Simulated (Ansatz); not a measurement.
Coupled-cluster diagnostics for the cluster Al2Ru⁻ (the lowest doublet isomer of a short search), Ansatz.

Geometry of the doublet (B3LYP-D4/def2-TZVPD):

Cartesian coordinates in Å:
```
Ru -0.3487 -0.2835 1.1163
Al 0.6073 1.3924 -0.1053
Al -0.2586 -1.1089 -1.0110
```

In the def2 sets Ru takes a core potential; there is no spin–orbit coupling. Correlated methods freeze 10 core orbitals; core or outer-core shells of Ru are correlated, in sets that lack core-valence functions. In CCSD on the charge -1 doublet the largest single amplitude is 0.28, so its Hartree–Fock determinant may place the open shell otherwise than the density functionals do. At PBE0-D4/def2-TZVPD a triplet of charge 0 lies 0.31 eV below the restricted singlet at the same geometry. The structure comes from a short search, and lower isomers may exist.

Geometry of the charge -1 quartet (B3LYP-D4/def2-TZVPD):

```xyz
3

Ru   -1.239    0.131   -0.368
Al    1.003    0.714   -0.830
Al    0.236   -0.845    1.198
```

(1) Estimate the CCSD(T) correlation energy, the shares of MP2 and (T), T1 and the reference's ⟨S²⟩ for: charge -1, doublet, own geometry in def2-TZVPPD; charge -1, quartet, own geometry in def2-TZVPPD; charge 0, singlet, vertical in def2-TZVPPD; and the rough time on 4 threads of Arm Neoverse V1 on a shared host.

Results:

(1) 
```csv
state,basis,correlation (eV),MP2 share (%),(T) share (%),T1,⟨S²⟩ (pure),wall time,remarks
"charge -1, doublet, own geometry",def2-TZVPPD,-21.492,89.9,6.9,0.119,2.83 (0.75),36 s,"large T1 (0.119), spin-contaminated (⟨S²⟩ 2.83)"
"charge -1, quartet, own geometry",def2-TZVPPD,-20.608,90.7,6.5,0.102,5.09 (3.75),37 s,"large T1 (0.102), spin-contaminated (⟨S²⟩ 5.09)"
"charge 0, singlet, vertical",def2-TZVPPD,-21.228,101.4,6.9,0.113,0.00 (0.00),46 s,"flagged by the program, large T1 (0.113), restricted SCF unstable"
```
Customary marks for T1 are 0.02 (closed shells), 0.045 (open shells) and about 0.05 (3d metals). T1 exceeds 0.02 in 3 of 3 rows and 0.045 in 3; the higher it lies, the less the single-reference result can be trusted.
